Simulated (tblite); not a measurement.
Start geometry of `N#CC(C#N)=C(C#N)C#CC#C[SiH3]` from a force field or distance geometry (Å):
```
atom  x, y, z in Å
N1    -1.900   -0.174    2.676
C2    -2.388   -0.104    1.608
C3    -2.970   -0.016    0.297
C4    -4.412    0.023    0.194
N5    -5.572    0.024    0.119
C6    -2.185    0.045   -0.763
C7    -2.687    0.146   -2.111
N8    -3.074    0.222   -3.187
C9    -0.751    0.007   -0.549
C10    0.448   -0.010   -0.350
C11    1.848   -0.011   -0.119
C12    3.034   -0.026    0.100
Si13   4.819   -0.020    0.451
H14    5.453   -0.938   -0.512
H15    5.352    1.348    0.308
H16    4.979   -0.509    1.828
```

Q: What comes out of this run: tblite, GFN2-xTB geometry optimisation, gas phase?

A: 
```
atom  x, y, z in Å
N1    -2.2704   -0.1698    2.7981
C2    -2.6052   -0.1010    1.7044
C3    -3.0131   -0.0168    0.3559
C4    -4.4028   -0.0003    0.1121
N5    -5.5332    0.0100   -0.0747
C6    -2.0954    0.0472   -0.6625
C7    -2.5250    0.1372   -2.0126
N8    -2.8509    0.2115   -3.1072
C9    -0.7179    0.0307   -0.4519
C10    0.4889    0.0183   -0.2899
C11    1.8211    0.0038   -0.0932
C12    3.0245   -0.0080    0.0856
Si13   4.8562   -0.0346    0.3614
H14    5.4159   -0.9404   -0.6415
H15    5.3246    1.3392    0.1809
H16    5.0752   -0.5180    1.7237
```

The energy falls by 0.384 eV over 87 L-BFGS steps, the largest force on an atom goes from 3.75 to 0.009 eV/Å, and the atoms move by 0.169 Å rms after alignment. The bond that changes most is C10–C11 (both ends alkyne carbon), which shortens by 0.072 Å. Bonds longer at the end by more than 0.005 Å: 3 of 15; shorter: 10. Among the angles that change most is C3–C6–C9, from 117.9° to 123.3°. Rotational constants go from 1479, 252.4, 216.1 to 1469, 252.5, 216.0 MHz. The orientation of the end geometry is arbitrary; only internal coordinates are fixed.

Its lowest GFN2-xTB frequency is 10i cm⁻¹, too small to tell a flat minimum from a shallow saddle.

All values are computed, not measured.
